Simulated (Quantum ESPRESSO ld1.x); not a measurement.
Q: Pd4+, configuration [Kr] 4d5 5s1 (not the ground configuration). Method: Dirac Kohn-Sham, BLYP, spin-unpolarised, spherical densities, point nucleus; open shells are shared between the two j in proportion to 2j + 1; computed with ld1.x of Quantum ESPRESSO 7.5. Some entries of the table are withheld. Estimate them.

orbital,occ.,eigenvalue (eV),<r^2> (bohr^2),<1/r> (bohr^-1)
1s1/2,2,-24223.0,(1),48.24
2s1/2,2,-3593.18,0.02250,11.09
2p1/2,2,-3338.00,0.01685,11.07
2p3/2,4,-3178.53,0.01818,10.43
3s1/2,2,(2),0.1645,3.864
3p1/2,2,-601.053,0.1602,3.769
3p3/2,4,-573.228,0.1695,3.613
3d3/2,4,-395.032,0.1507,3.447
3d5/2,6,-389.478,0.1535,3.406
4s1/2,2,-148.423,0.9699,1.495
4p1/2,2,-116.513,1.107,1.385
4p3/2,4,-111.696,1.167,1.339
4d3/2,2,-62.0103,1.728,1.086
4d5/2,3,-61.3479,1.758,1.075
5s1/2,1,-44.1411,5.392,0.5978
5p1/2,0,-35.8879,6.763,0.5311
5p3/2,0,-35.0813,7.049,0.5187
6s1/2,0,-20.8253,19.61,0.3172

A: 
(1) 1s1/2 <r^2> (bohr^2): 0.001371
(2) 3s1/2 eigenvalue (eV): -701.706
